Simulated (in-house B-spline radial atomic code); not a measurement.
Orbital energies and mean radii along the 63-electron series, configuration 1s2 2s2 2p6 3s2 3p6 3d10 4s2 4p6 4d10 4f14 5s2 5p1/2(1). The effective charge is n√(-2ε), a non-relativistic measure. Computed with a radial B-spline atomic code at the basis-set limit: Dirac-Hartree-Fock, jj configuration that fills j = l - 1/2 first, finite nuclei.

| ion | Z | energy of 4p3/2 (Eh) | mean radius of 4p3/2 (bohr) | energy of 4d3/2 (Eh) | mean radius of 4d3/2 (bohr) | energy of 5s1/2 (Eh) | mean radius of 5s1/2 (bohr) | effective charge of 4p3/2 |
| --- | --- | --- | --- | --- | --- | --- | --- | --- |
| Ir14+ | 77 | -29.135 | 0.45841 | -22.324 | 0.4683 | -13.02 | 0.91003 | 30.534 |
| Pt15+ | 78 | -31.183 | 0.44944 | -24.184 | 0.45766 | -14.281 | 0.88277 | 31.589 |
| Au16+ | 79 | ? | ? | ? | ? | ? | ? | ? |
| Hg17+ | 80 | ? | ? | ? | ? | ? | ? | ? |
| Tl18+ | 81 | -37.767 | 0.4242 | -30.197 | 0.42821 | -18.373 | 0.80987 | 34.764 |

Q: Fill in the row of Au16+.

A: energy of 4p3/2 (Eh): -33.305; mean radius of 4p3/2 (bohr): 0.44075; energy of 4d3/2 (Eh): -26.117; mean radius of 4d3/2 (bohr): 0.44745; energy of 5s1/2 (Eh): -15.593; mean radius of 5s1/2 (bohr): 0.85708; effective charge of 4p3/2: 32.646.

Q: Fill in the row of Hg17+.

A: energy of 4p3/2 (Eh): -35.5; mean radius of 4p3/2 (bohr): 0.43234; energy of 4d3/2 (Eh): -28.122; mean radius of 4d3/2 (bohr): 0.43764; energy of 5s1/2 (Eh): -16.957; mean radius of 5s1/2 (bohr): 0.83282; effective charge of 4p3/2: 33.704.

Q: How does the screening of 4p3/2 change?

A: Z less the effective charge goes from 46.47 at Z = 77 to 46.24 at Z = 81.
